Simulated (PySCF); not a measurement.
System (SMILES): Cl[Si]Cl (closed-shell singlet).
Geometry (B3LYP-D3(BJ)/def2-TZVP, fixed):
```xyz
3

Si    -0.0165     0.0173     0.9364
Cl     1.0611     1.2272    -0.3899
Cl    -1.0475    -1.2415    -0.3813
```

Basis-set convergence of the mean static polarisability at PBE with PySCF. All functions are spherical. Density fitting with generated auxiliary sets. No added dispersion term, no relativity. Reference: the value in aug-pcseg-3, 61.14 bohr³, itself unsure by roughly 0.4 % (its mean distance from aug-cc-pV(Q+d)Z, aug-pcseg-2, aug-cc-pV(T+d)Z). Deviations are taken from unrounded values. Cost is core time over that of 6-311G**, rough, on shared machines of one kind; a dash marks a row that isn't timed (too short, read off another run, short of memory, by another algorithm or on other hardware).

```tsv
basis	functions	mean static polarisability (bohr³)	minus reference (%)	cost
3-21G	39	42.24	-30.9	-
6-31G	39	44.01	-28.0	-
pcseg-0	39	39.65	-35.2	-
6-31+G*	66	52.02	-14.9	-
6-311G**	78	47.54	-22.3	1×
def2-SVPD	78	59.90	-2.0	1×
aug-pcseg-1	81	60.38	-1.2	1×
Sadlej pVTZ	96	60.93	-0.3	2×
aug-cc-pV(D+d)Z	96	59.55	-2.6	2×
pcseg-2	102	48.88	-20.1	2×
cc-pV(T+d)Z	117	52.52	-14.1	2×
def2-TZVPP	126	52.39	-14.3	2×
def2-TZVPD	135	60.90	-0.4	2×
6-311++G(3df,3pd)	141	59.65	-2.4	3×
aug-cc-pV(T+d)Z	165	60.81	-0.5	4×
pcseg-3	192	56.00	-8.4	5×
aug-cc-pV(Q+d)Z	267	61.11	-0.1	10×
aug-pcseg-3	267	61.14	0.0	10×
```
